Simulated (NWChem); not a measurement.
An input for SiHBrO (SMILES O[Si]Br)

The species is SiHBrO (4 atoms), meant as a singlet with charge 0. SMILES: `O[Si]Br`. Geometry: relaxed at PBE0-D4/def2-TZVP.

```xyz
4

O    -0.8852    0.4651   -0.4545
Si   -0.5905   -0.7996    0.5398
Br    1.6926   -0.7252    0.6916
H    -0.1614    0.9994   -0.7972
```

Settings wanted:

```yaml
task: properties
method: DFT
functional: SVWN5
basis_set: def2-TZVP
integral_approximation: none
reference: RKS
integration_grid: lebedev 99 14
SCF_convergence_threshold: 1e-08
iteration_cap: 100
module: dft
properties: dipole quadrupole mulliken
```

Question: Give an NWChem 7.3.0 job that does this.

Answer: This one ran through:

brhosi.nw:
```
start brhosi
memory total 2200 mb

geometry units angstrom noautosym nocenter noautoz
 O       -0.885200       0.465100      -0.454500
 Si      -0.590500      -0.799600       0.539800
 Br       1.692600      -0.725200       0.691600
 H       -0.161400       0.999400      -0.797200
end

basis spherical bse
 * library def2-TZVP
end

dft
 xc slater vwn_5
 grid lebedev 99 14
 convergence energy 1e-08
 iterations 100
 mulliken
 noprint "final vectors analysis"
end

property
 dipole
 quadrupole
 mulliken
end

task dft property
```

```bash
$ nwchem brhosi.nw > brhosi.out
```

Calculated total energy: -2934.35954 Eh.
